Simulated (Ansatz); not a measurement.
Reaction (formal loss of a carbene): `FC[SiH2]I` → `[CH]F` + `[SiH3]I`

Computed with Ansatz on PBE0-D4/def2-TZVP structures; ΔE is electronic, products minus reactants. CBS: MP2 limit from def2 TZ/QZ plus the TZ coupled-cluster correction, frozen cores. This one scheme is used for every species. DFT in def2-TZVPP. def2 core potentials past Kr. For I outer-core shells are correlated without core-valence functions, which leaves a few kJ/mol of doubt a bond. Each species was taken in one conformer, which may not be the lowest.

```tsv
species	ωB97X-V energy (Eh)
`FC[SiH2]I`	-727.55032
`[CH]F`	-138.42073
`[SiH3]I`	-588.98346
```

Q: Work out ΔE.

A: ΔE = (-138.42073) + (-588.98346) − (-727.55032) = 0.14613 Eh = +383.7 kJ/mol. CCSD(T)/CBS gives +379.5 kJ/mol.

Largest T1 diagnostic among the species: 0.018.

The D4 term adds +11.8 kJ/mol with B3LYP and +6.4 kJ/mol with PBE0; it sums over pairs of atoms, weighted by their polarisabilities, and B3LYP, whose exchange is more repulsive, gets the larger term. From PBE to PBE0 (25 % exact exchange), in def2-TZVPP and without D4, ΔE moves by +7.2 kJ/mol.

B3LYP here is the variant with VWN-RPA as its local correlation; programs differ in this.
